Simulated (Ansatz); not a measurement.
CHClGeO, SMILES `O=[CH][Ge][Cl]` (excited triplet; O–C–Ge–Cl torsion 180°) (charge 0, multiplicity 3). This triplet is an excited state, 1.13 eV above the relaxed singlet at the level frozen-core CCSD(T)/cc-pVTZ // B3LYP-D3(BJ)/def2-TZVP (Ansatz, a first-principles code).

Calculation: CAM-B3LYP/cc-pVTZ // B3LYP-D3(BJ)/def2-TZVP in Ansatz.

Ansatz 0.2 input:
```yaml
crystal:
  periodic: [false, false, false]
  atoms:
    - { symbol: O, position_ang: [-1.95933, -0.31728, 0.234029] }
    - { symbol: C, position_ang: [-0.829959, -0.024891, -0.016121] }
    - { symbol: Ge, position_ang: [0.898919, -0.768982, 0.854741] }
    - { symbol: Cl, position_ang: [2.386645, 0.400405, -0.299423] }
    - { symbol: H, position_ang: [-0.496275, 0.710749, -0.773224] }
basis:
  gaussian: { orbitals: cc-pVTZ }
hamiltonian:
  xc: cam_b3lyp
magnetization:
  spin_polarized: true
  initial_magnetization: 2
```

Output:

```
Functional definition: CAM-B3LYP
1086 factors; their error is unknown
213 factors; integrals over basis functions are off by at most 1.4e-5 eV
mean field evaluation 1: about -72138.3855 eV, gradient 3.7e1 eV
mean field evaluation 2: about -72112.6303 eV, gradient 8.4e1 eV
mean field evaluation 4: about -72144.7064 eV, gradient 7.7e0 eV
mean field evaluation 8: about -72144.9553 eV, gradient 1.4e-1 eV
mean field evaluation 16: about -72145.1698 eV, gradient 2.9e-3 eV
mean field evaluation 32: about -72144.0365 eV, gradient 4.8e0 eV
mean field -72145.16975865 eV, -2651.2860868781 hartree, gradient 3.5e-5 eV, S^2 2.011617; 2 other end points of the search recorded, 0 dependent functions left out
reference -72145.16986628 eV, -2651.2860908332 hartree; 33, 31 occupied and 118, 120 virtual orbitals, 1086 factors
Total energy: -72145.16986628 eV, -2651.2860908332 hartree
```
